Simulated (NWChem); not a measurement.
A series in which one site is exchanged, each optimised at PBE0/def2-SVP with NWChem, gas phase unless a solvent is named. Some are not confirmed as minima by frequencies. def2 effective core potentials on Hf; no spin-orbit coupling.

A: C(F)(Cl)(Cl)Cl (CCl3F; site = C)
B: [F][Hf]([Cl])([Cl])[Cl] (HfCl₃F; site = Hf)
C: [Ge]([F])([Cl])([Cl])[Cl] (GeCl3F; site = Ge)
D: Cl[Si](F)(Cl)Cl (SiCl₃F; site = Si)

| quantity | A | B | C | D |
|---|---|---|---|---|
| dipole (D), PBE0/def2-SVP | 0.30 | 0.07 | 0.90 | ___ |
| orbital gap (eV), PBE0/def2-SVP | 8.38 | 7.74 | 7.68 | ___ |
| static polarisability, PBE/def2-SVPD (bohr³) | 58.9 | 83.4 | 71.9 | ___ |

**Question.** Complete the blanks.

**Answer.** 
- dipole (D), PBE0/def2-SVP, D: 0.58
- orbital gap (eV), PBE0/def2-SVP, D: 9.40
- static polarisability, PBE/def2-SVPD (bohr³), D: 65.7
